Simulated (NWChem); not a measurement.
Program: NWChem. System: BCl, charge 0, spin multiplicity 1, at a geometry optimised with PBE0/def2-SVP. The structure started from a generated list of species. Level: real-time TD-B3LYP/6-31G* (spherical d), VWN1-RPA local correlation.

Output (cleaned and shortened):

```
             Northwest Computational Chemistry Package (NWChem) 7.3.0
             --------------------------------------------------------

                                NWChem Input Module
                                -------------------

 Scaling coordinates for geometry "system" by  1.889725989
 (inverse scale =  0.529177249)

                              Geometry "system" -> ""
                              -----------------------

 Output coordinates in angstroms (scale by  1.889725989 to convert to a.u.)

  No.       Tag          Charge          X              Y              Z
 ---- ---------------- ---------- -------------- -------------- --------------
    1 B                    5.0000     0.00000000     0.00000000    -1.32851100
    2 Cl                  17.0000     0.00000000     0.00000000     0.39073800

 Effective nuclear repulsion energy (a.u.)      26.1626245907

            Nuclear Dipole moment (a.u.)
            ----------------------------
        X                 Y               Z
 ---------------- ---------------- ----------------
     0.0000000000     0.0000000000    -0.0000170075


 Summary of "ao basis" -> "" (spherical)
 ------------------------------------------------------------------------------
       Tag                 Description            Shells   Functions and Types
 ---------------- ------------------------------  ------  ---------------------
 *                           6-31g*                   on all atoms

                                 NWChem DFT Module
                                 -----------------

 Summary of "ao basis" -> "ao basis" (spherical)
 ------------------------------------------------------------------------------
       Tag                 Description            Shells   Functions and Types
 ---------------- ------------------------------  ------  ---------------------
 B                           6-31g*                  6       14   3s2p1d
 Cl                          6-31g*                  8       18   4s3p1d

 Summary of "ao basis" -> "ao basis" (spherical)
 ------------------------------------------------------------------------------
       Tag                 Description            Shells   Functions and Types
 ---------------- ------------------------------  ------  ---------------------
 B                           6-31g*                  6       14   3s2p1d
 Cl                          6-31g*                  8       18   4s3p1d
[...]
   Vector      Occupation     Eigenvalue [au]
 --------------------------------------------
         1        2.00       -1.01567866E+02
         2        2.00       -9.50358078E+00
         3        2.00       -7.26202438E+00
         4        2.00       -7.25877309E+00
         5        2.00       -7.25877309E+00
         6        2.00       -6.84342050E+00
         7        2.00       -8.85418002E-01
         8        2.00       -5.06660951E-01
         9        2.00       -3.87034411E-01
        10        2.00       -3.87034411E-01
        11        2.00       -2.55715455E-01
        12        0.00       -6.25064648E-02
        13        0.00       -6.25064648E-02
        14        0.00        1.07753604E-01
        15        0.00        3.07883179E-01
        16        0.00        3.88331411E-01
        17        0.00        3.97659553E-01
        18        0.00        3.97659553E-01
        19        0.00        4.56530904E-01
        20        0.00        4.65074315E-01
        21        0.00        4.65074315E-01
        22        0.00        6.55103859E-01
        23        0.00        7.51965927E-01
        24        0.00        7.51965927E-01
        25        0.00        8.11250593E-01
        26        0.00        8.11250688E-01
        27        0.00        1.06532709E+00
        28        0.00        1.25925740E+00
        29        0.00        1.25925741E+00
        30        0.00        1.44556878E+00
        31        0.00        1.44556878E+00
        32        0.00        1.82644944E+00

kick      0.00000        ### Propagation started ###
kick      0.00000        ### Checks passed ###
kick      0.00000   1.000000000000E-004   0.000000000000E+000   0.000000000000E+000     # Applied E-field [system] (alpha spin)
kick      0.00000   1.000000000000E-004   0.000000000000E+000   0.000000000000E+000     # Applied E-field [system] (beta spin)
kick      0.00000   2.616262459072E+001     # Enuc
kick      0.00000  -7.195473057296E+002     # Ecore
kick      0.00000   2.406588390161E+002     # Ecoul
kick      0.00000  -3.224848470312E+001     # Exc(1)
kick      0.00000   0.000000000000E+000     # Exc(2)
kick      0.00000  -4.849743268259E+002     # Etot
kick      0.00000   2.842170943040E-013     # Eadded
kick      0.00000   8.742517264114E-014   9.752233962242E-014   4.670420279936E-001     # Dipole moment [system]
kick      0.00000        ### Saved restart file ###
kick      0.00000   1.869615573469E-013     # Magnus interpol (matrix 1 of 1)
kick      0.00000                     2     # Magnus total interpolations
kick      0.20000   0.000000000000E+000   0.000000000000E+000   0.000000000000E+000     # Applied E-field [system] (alpha spin)
kick      0.20000   0.000000000000E+000   0.000000000000E+000   0.000000000000E+000     # Applied E-field [system] (beta spin)
kick      0.20000   2.616262459072E+001     # Enuc
kick      0.20000  -7.195473057290E+002     # Ecore
kick      0.20000   2.406588390160E+002     # Ecoul
kick      0.20000  -3.224848470310E+001     # Exc(1)
kick      0.20000   0.000000000000E+000     # Exc(2)
kick      0.20000  -4.849743268255E+002     # Etot
kick      0.20000   4.856133273279E-010     # Eadded
kick      0.20000   1.038795715312E-005   1.000716915232E-013   4.670420280870E-001     # Dipole moment [system]
kick      0.20000   2.962075029700E-013     # Magnus interpol (matrix 1 of 1)
kick      0.20000                     2     # Magnus total interpolations
kick      0.40000   0.000000000000E+000   0.000000000000E+000   0.000000000000E+000     # Applied E-field [system] (alpha spin)
kick      0.40000   0.000000000000E+000   0.000000000000E+000   0.000000000000E+000     # Applied E-field [system] (beta spin)
kick      0.40000   2.616262459072E+001     # Enuc
...
kick     28.40000   3.330669073875E-015     # Magnus interpol (matrix 1 of 1)
kick     28.40000                     2     # Magnus total interpolations
kick     28.60000   0.000000000000E+000   0.000000000000E+000   0.000000000000E+000     # Applied E-field [system] (alpha spin)
kick     28.60000   0.000000000000E+000   0.000000000000E+000   0.000000000000E+000     # Applied E-field [system] (beta spin)
kick     28.60000   2.616262459072E+001     # Enuc
kick     28.60000  -7.195473057239E+002     # Ecore
kick     28.60000   2.406588390066E+002     # Ecoul
kick     28.60000  -3.224848470276E+001     # Exc(1)
kick     28.60000   0.000000000000E+000     # Exc(2)
kick     28.60000  -4.849743268293E+002     # Etot
kick     28.60000  -3.358195499459E-009     # Eadded
kick     28.60000  -
```

Q: Write an NWChem input that would produce this output.

A: Several could match; the one computed here: 
```
start mol
memory heap 200 mb stack 900 mb global 1100 mb
geometry "system" units angstroms nocenter noautoz noautosym
  B      0.000000     0.000000    -1.328511
  Cl     0.000000     0.000000     0.390738
end
set geometry "system"
basis spherical
  * library 6-31g*
end
dft
  xc b3lyp
  semidirect memsize 60000000 filesize 0
  iterations 100
  convergence energy 1e-10 density 1e-9 gradient 1e-8
  tolerances tight
end
task dft energy
rt_tddft
  tmax 200.0
  dt 0.2
  tag "kick"
  print dipole
  field "kick"
    type delta
    polarization x
    max 0.0001
  end
  excite "system" with "kick"
end
task dft rt_tddft
```
